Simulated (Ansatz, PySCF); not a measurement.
Dimer: C2H2 (SMILES C#C) (first 4 atoms) with CH3I (SMILES CI); geometry from B3LYP-D3(BJ)/def2-TZVP, rigid monomers moved along the line of their centres of mass till C1···H8 is 3.03 Å.
(charge 0, multiplicity 1):
```xyz
9

C     -0.367    -0.094     0.767
C     -0.263    -1.055     0.059
H     -0.448     0.750     1.409
H     -0.176    -1.902    -0.576
C      1.692    -0.702     4.144
I      0.980     1.265     4.674
H      1.331    -1.388     4.902
H      1.288    -0.935     3.166
H      2.775    -0.657     4.131
```

Monomers are frozen at their geometry in the pair; levels with a basis set take the counterpoise correction.

Frozen-core correlation. Filled d and f shells under p-block atoms count as core. CBS(a, b) extrapolates the correlation energy as X⁻³ and adds the Hartree–Fock energy of set b.

The values were computed with Ansatz (a quantum-chemistry and plane-wave program) with Gaussian orbitals; PySCF for the dispersion terms.  In def2 rows elements past Kr take small-core potentials, without spin–orbit coupling.

PBE/def2-TZVPPD gives -1.35 kcal/mol for the interaction energy.

### Question
How do the other levels lie against it? Give each less PBE: PBE-D3(BJ)/def2-TZVPPD, r2SCAN/def2-TZVPPD, B3LYP/def2-TZVPPD, wB97M-V/def2-TZVPPD, MP2/CBS(def2-SVPD, def2-TZVPPD), MP2/CBS(def2-SVPD, def2-TZVPPD) + ΔCCSD(T)/def2-SVPD.

### Answer
PBE-D3(BJ)/def2-TZVPPD -0.85; r2SCAN/def2-TZVPPD -0.10; B3LYP/def2-TZVPPD 0.61; wB97M-V/def2-TZVPPD -0.47; MP2/CBS(def2-SVPD, def2-TZVPPD) -0.54; MP2/CBS(def2-SVPD, def2-TZVPPD) + ΔCCSD(T)/def2-SVPD -0.40 kcal/mol. 1 of 6 lie above PBE; the widest gap is to PBE-D3(BJ)/def2-TZVPPD.
